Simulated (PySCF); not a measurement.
The PySCF input:
```python
from pyscf import gto, scf, dft

mol = gto.Mole()
mol.atom = '''
    N     0.02529592   -0.03421834    0.11337255
    H     0.04600755    0.88861489   -0.30137472
    H     0.76322799   -0.47812580   -0.23408351
    H    -0.85519764   -0.45826451   -0.28262838
'''
mol.basis = 'def2-tzvp'
mol.verbose = 4
mol.build()

mf = dft.RKS(mol)
mf.xc = 'r2scan'
mf.kernel()
g = mf.nuc_grad_method()
grad = g.kernel()
```

Question: What is the computed Mulliken (on the basis functions themselves) charges in atom order (R2SCAN/def2-TZVP, gradient (PySCF))?

Answer: N1 -0.66, H2 0.22, H3 0.21, H4 0.23

Question: Estimate the dipole moment that R2SCAN/def2-TZVP, gradient returns for this input.

Answer: 1.75 D

Question: Give the HOMO-LUMO gap at the level R2SCAN/def2-TZVP, gradient.

Answer: 7.61 eV

Question: What number of basis functions does R2SCAN/def2-TZVP, gradient give?

Answer: 49
